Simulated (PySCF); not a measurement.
Two-dimensional NMR puzzle

Compound of formula C4H11FO2Si. Correlations simulated from computed shifts and the bond graph:

HSQC (one-bond C–H):
| δH | δC |
| --- | --- |
| 4.80 | 91.5 |
| 4.01 | 52.6 |
| 3.85 | 52.5 |
| 1.37 | 18.6 |

COSY cross peaks (H two or three bonds apart, from the bond graph; peaks can be absent where the dihedral angle is near 90°):
| δH | δH |
| --- | --- |
| 4.80 | 4.78 |
| 4.80 | 1.37 |

HMBC (two and three bonds, from the bond graph):
| δH | δC |
| --- | --- |
| 4.80 | 18.6 |
| 4.78 | 91.5, 52.6, 52.5, 18.6 |
| 1.37 | 91.5 |

How the numbers were obtained: PBE0/pcSseg-1 with gauge-including orbitals, GFN2-xTB geometry, in PySCF (single conformer, one averaged value for each set of equivalent atoms, no relativistic terms, no solvent).

δ = σ(ref) − σ, references computed at the same level: TMS for ¹H (σref 31.72) and ¹³C (σref 186.93).

Exchangeable hydrogens are left out of these lists.

Problem. Assemble the structure.

Solution. SMILES CO[SiH](OC)[C@H](C)F.

Atoms are numbered as in `[CH3:1][O:2][SiH:3]([O:4][CH3:5])[C@H:6]([CH3:7])[F:8]`. Hydrogens are named by the atom that carries them.

- δC 91.5 is C6, an sp3 CH bonded to F and Si (δH 4.80).
- δC 52.6 is C1, a methyl carbon bonded to O (δH 4.01).
- δC 52.5 is C5, a methyl carbon bonded to O (δH 3.85).
- δC 18.6 is C7, a methyl carbon (δH 1.37).
- COSY links 4.80–4.78, 4.80–1.37.

The data come from this structure; uniqueness wasn't tested.

Shifts are as computed. Against solution values, carbons near 30 ppm lie about +3 ppm off and those near 130 ppm about +5 ppm. Of 1211 compounds with measured shifts, 218 miss one by over three times the rms of a fit or turn the order of signals round; such compounds aren't used in these exercises.
